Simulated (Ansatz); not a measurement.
Input file:

```yaml
crystal:
  periodic: [false, false, false]
  atoms:
    - { symbol: O, position_ang: [0.75699, -0.23711, -0.73131] }
    - { symbol: C, position_ang: [-0.13337, 0.03748, 0.16] }
    - { symbol: O, position_ang: [0.00737, -0.13539, 1.42798] }
    - { symbol: Se, position_ang: [-1.73271, 0.73199, -0.39081] }
    - { symbol: H, position_ang: [-0.80881, 0.14573, 1.91267] }
    - { symbol: H, position_ang: [0.84305, -0.50144, 1.77804] }
    - { symbol: H, position_ang: [-1.35883, 0.71118, -1.79334] }
total_charge: 1
basis:
  gaussian: { orbitals: def2-SVP }
hamiltonian:
  xc: pbe0
relax:
  f_tol: 0.02
  max_steps: 50
```

Launched with:

```bash
$ ansatz run input.yaml --threads 2 --pin off --max-ram 3072MiB --backend cpu --events-out ev --progress --plain --runs-dir out
```

Hardware: 2 threads of AMD EPYC 7B13 (Zen 3), on a shared host.

Roughly how long does this run take, and how much memory?

22 s, with a peak of 0.2 GiB, for 12 ionic steps.
